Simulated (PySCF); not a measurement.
**Spinor energies of Ba²⁹⁺ (barium, charge +29)**

Start: [Ar] 3d9; 3d3/2 filled at m_j = -3/2, -1/2, +1/2, +3/2; 3d5/2 filled at m_j = -3/2, -1/2, +1/2, +3/2, +5/2. Calculated with PySCF 2.14 in an uncontracted even-tempered set (16 s from 4.6 bohr⁻², ratio 2.8; 12 p from 6 bohr⁻², ratio 2.8; 8 d from 6 bohr⁻², ratio 2.8; 3 f from 25 bohr⁻², ratio 3): generalised Hartree-Fock with the X2C-1e Hamiltonian and a Gaussian nucleus; one run each with spin-orbit coupling (SO) switched off, then screened by Boettger's factors.

| spinor shell | electrons | ε, spin-free (eV) | ε, screened SO (eV) | weight of nominal j (screened SO) | rms radius, screened SO (bohr) |
| --- | --- | --- | --- | --- | --- |
| 1s1/2 | 2 | -38703.0 | -38698.4 | 1.000 | 0.0292 |
| 2s1/2 | 2 | -7098.8 | -7097.3 | 1.000 | 0.118 |
| 2p1/2 | 2 | -6472.0 | -6741.3 | 1.000 | 0.102 |
| 2p3/2 | 4 | -6472.0 | -6351.7 | 1.000 | 0.108 |
| 3s1/2 | 2 | -2283.1 | -2282.7 | 1.000 | 0.304 |
| 3p1/2 | 2 | -2076.6 | -2135.2 | 0.999 | 0.295 |
| 3p3/2 | 4 | -2076.6 | -2050.2 | 0.999 | 0.306 |
| 3d3/2 | 4 | -1792.4 | -1803.2 | 0.984 | 0.274 |
| 3d5/2 | 5 | -1792.4 | -1784.5 | 0.987 | 0.277 |

```
   quantity    spin-free  screened SO
E (hartree)  -7669.86200  -7673.09694
        M_J          5/2          5/2
       ⟨J²⟩        8.750        8.750
       ⟨L²⟩        6.000        6.018
       ⟨S²⟩        0.750        0.768
```

Each row is a mean over spinors that exchange with the open shell spreads, by up to 19.578 eV (3p3/2).

Breit and QED terms are absent; they matter most for the inner s and p1/2 levels.

Densities and radii are taken from the X2C orbitals without a picture-change correction, which distorts them close to the nucleus.

Without spin-orbit coupling the j labels of p, d and f shells carry no meaning; the spin-free column gives the mean over the occupied spinors of each nl shell.
